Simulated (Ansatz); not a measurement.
Basis-set extrapolation for `CO[Si](N)F` radical (PBE0-D4/def2-TZVP geometry, frozen core, the Gaussian-basis code of Ansatz). Multiplicity 2, UHF reference.

|  | def2-TZVPP | def2-QZVPP |
| --- | --- | --- |
| HF | -558.698640 | -558.721913 |
| MP2 correlation | -0.967025 | -1.045929 |
| CCSD(T) correlation | -1.028632 | not run |

Energies in hartree. Use E(X) = E(∞) + A·exp(−7.88·√X) for Hartree–Fock and E(X) = E(∞) + B·X^(−2.97) for correlation, with X = 3 and 4, and add CCSD(T) minus MP2 of the smaller set to the MP2 limit.

Q: What is the CCSD(T) energy at the basis-set limit?

A: HF limit: -558.721913 + (-0.023273) × 0.13774 = -558.72512. MP2 limit: -1.045929 + (-0.078904) × 0.74074 = -1.10438. Higher-order term: -1.028632 − (-0.967025) = -0.06161. Total: -559.89111 hartree, 4.46 eV below CCSD(T)/def2-TZVPP.
